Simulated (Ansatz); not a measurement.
Reaction (ligand exchange at the Si–C bond): `C#CCC[SiH3]` + `O=C[SiH](O)Cl` → `O=C[SiH](Cl)O[SiH3]` + `C#CCC`

Program: Ansatz. Geometries: PBE0-D4/def2-TZVP. ΔE: electronic, gas phase. CCSD(T)/CBS is the MP2 limit (def2-TZVPP, def2-QZVPP) plus CCSD(T) − MP2 in def2-TZVPP, frozen cores. Functionals use def2-TZVPP. One conformer a species, not always the lowest.

```csv
level,ΔE (kcal/mol)
ωB97M-V,-26.8
MP2/def2-TZVPP,-27.6
```

Question: What does CCSD(T)/CBS give? (An estimate is asked.)

Answer: The calculation gave: -27.3 kcal/mol. The listed levels differ from it by 0.5, -0.3 kcal/mol.

Largest T1 diagnostic among the species: 0.014.

In def2-TZVPP, CCSD(T) changes the Hartree–Fock value by +5.4 kcal/mol (the triples alone add +0.8 kcal/mol) and MP2 by +5.1 kcal/mol. From PBE to PBE0 (25 % exact exchange), in def2-TZVPP and without D4, ΔE moves by −1.5 kcal/mol.
